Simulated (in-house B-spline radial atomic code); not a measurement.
## The nickel ion Ni⁵⁺: [Ar] 3d5

Level of theory: non-relativistic Hartree-Fock, average of configuration, point nucleus; calculated with an all-electron radial atomic-structure program (B-spline basis).

Screening seen three ways: the hydrogenic charge with the same mean radius, Z_r = [3n² - l(l+1)]/(2<r>), the one with the same energy, Z_e = n√(-2ε), and Slater's rules.

```json
{"shell": "1s", "electrons": "2", "ε (eV)": "-8408.6", "<r> (bohr)": "0.05481", "Z_r": "27.37", "Z_e": "24.86", "Slater": "27.70"}
{"shell": "2s", "electrons": "2", "ε (eV)": "-1125.9", "<r> (bohr)": "0.2469", "Z_r": "24.30", "Z_e": "18.19", "Slater": "23.85"}
{"shell": "2p", "electrons": "6", "ε (eV)": "-990.4", "<r> (bohr)": "0.2161", "Z_r": "23.13", "Z_e": "17.06", "Slater": "23.85"}
{"shell": "3s", "electrons": "2", "ε (eV)": "-219.9", "<r> (bohr)": "0.727", "Z_r": "18.57", "Z_e": "12.06", "Slater": "16.75"}
{"shell": "3p", "electrons": "6", "ε (eV)": "-174.72", "<r> (bohr)": "0.7481", "Z_r": "16.71", "Z_e": "10.75", "Slater": "16.75"}
{"shell": "3d", "electrons": "5", "ε (eV)": "-106.15", "<r> (bohr)": "0.7886", "Z_r": "13.31", "Z_e": "8.38", "Slater": "8.60"}
```

The least bound orbital is 3d at -106.2 eV, and it is also the most diffuse (<r> = 0.7886 bohr).

The density falls to 0.001 bohr⁻³ at 2.256 bohr; Σ<r²> = 9.4023 bohr² gives, by the non-relativistic formula and without the paramagnetism of open shells, a Langevin diamagnetic susceptibility of -7.447×10⁻⁶ cm³/mol.
